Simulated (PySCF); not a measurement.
Start geometry of `CC(=O)NB(O)O` from a GFN2-xTB structure with every atom displaced at random (by about 0.01 Å) (Å):
```
atom  x, y, z in Å
C1     2.118   -0.152   -0.590
C2     0.757    0.456   -0.202
O3     0.548    1.656   -0.120
N4    -0.180   -0.453    0.043
B5    -1.585   -0.130    0.429
O6    -2.410   -1.172    0.638
O7    -1.968    1.148    0.589
H8     2.841    0.677   -0.708
H9     2.435   -0.823    0.182
H10    1.997   -0.656   -1.531
H11    0.025   -1.431   -0.039
H12   -3.287   -0.921    0.903
H13   -1.286    1.784    0.395
```

Task: What comes out of this run: PBE0-D3(BJ)/def2-SVP geometry optimisation, gas phase (PySCF)?

Result: 
```
atom  x, y, z in Å
C1     1.8783   -0.0014   -1.1180
C2     0.6946    0.4666   -0.3125
O3     0.5678    1.6352    0.0268
N4    -0.2216   -0.4885    0.0230
B5    -1.4290   -0.2161    0.8018
O6    -2.2299   -1.2867    1.0541
O7    -1.7053    1.0297    1.2304
H8     2.4879    0.8648   -1.3974
H9     2.4882   -0.6983   -0.5220
H10    1.5512   -0.5327   -2.0248
H11   -0.0430   -1.4351   -0.2885
H12   -2.9984   -1.0254    1.5719
H13   -0.9762    1.6174    0.9328
```

The energy falls by 0.170 eV over 10 energy and gradient evaluations, the largest force component goes from 0.0527 to 2.6e-04 Eh/bohr, and the atoms move by 0.089 Å rms after alignment. The bond that changes most is C2–N4 (amide carbonyl carbon to amide nitrogen), which lengthens by 0.037 Å. Bonds longer at the end by more than 0.005 Å: 7 of 12; shorter: 3. Among the angles that change most is B5–O7–H13, from 114.0° to 107.7°. Among the dihedrals that turn most is H10–C1–C2–O3, from -115° to -126°. Rotational constants go from 5544, 1752, 1343 to 5614, 1748, 1345 MHz. The orientation of the end geometry is arbitrary; only internal coordinates are fixed.

The run used 128 basis functions and 74 SCF cycles in all. The run took 36 s on an AMD EPYC 9R45 with one thread, shared host, and the process peaked at 0.51 GiB of memory.

Whether it is a minimum is left open (no frequencies). The numbers are those of one conformer.
